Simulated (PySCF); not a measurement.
Computed properties of CH4OSi, SMILES CO[SiH]

Si(H)(OMe) (CH4OSi), SMILES CO[SiH] (connectivity only; charge and spin as stated), neutral, multiplicity 1. The structure is a stationary point at r2SCAN-D4/def2-TZVP. One conformer was computed; it need not be the lowest. All values are computed for the isolated molecule unless a solvent is named; none is compared with measurement here.

**Structure.** The optimised structure has Cs symmetry. All 15 harmonic modes at r2SCAN-D4/def2-TZVP (PySCF) are real, so it is a minimum. With heavy atoms numbered as in [SiH:1][O:3][CH3:4], the shortest bond between them is O3–C4 at 1.423 Å and the longest Si1–O3 at 1.642 Å.

**Vibrations.** The strongest infrared lines (harmonic, unscaled, degenerate partners summed) lie at 1890 cm⁻¹ (355 km/mol, H 97 %), 1106 cm⁻¹ (204 km/mol, O 55 %, C 33 %), 888 cm⁻¹ (93 km/mol, H 89 %). The softest mode is at 144 cm⁻¹ and the zero-point energy is 30.7 kcal/mol.

**Electronic structure.** PBE0/def2-TZVPD (PySCF) places the frontier levels at -6.55 and -2.00 eV, a gap of 4.55 eV, and gives a dipole moment of 1.70 D and a mean polarisability of 50.8 bohr³.

**Excitations.** TDA-CAM-B3LYP/def2-SVPD (PySCF) has S1 at 3.39 eV (366 nm, f = 0.034, weak); the most intense of the 10 singlets computed lies at 7.98 eV (f = 0.24). T1 (TDA) is at 1.97 eV, 1.42 eV under S1. No vertical singlet excitation falls in the visible range (under 3.1 eV).

**NMR.** GIAO shifts at HF/pcSseg-2 (PySCF) (non-relativistic, atoms alike by connectivity averaged): ¹³C at 65.6 ppm against TMS; ¹H from 4.2 to 8.0 ppm against TMS; ²⁹Si at 347.7 ppm against TMS.
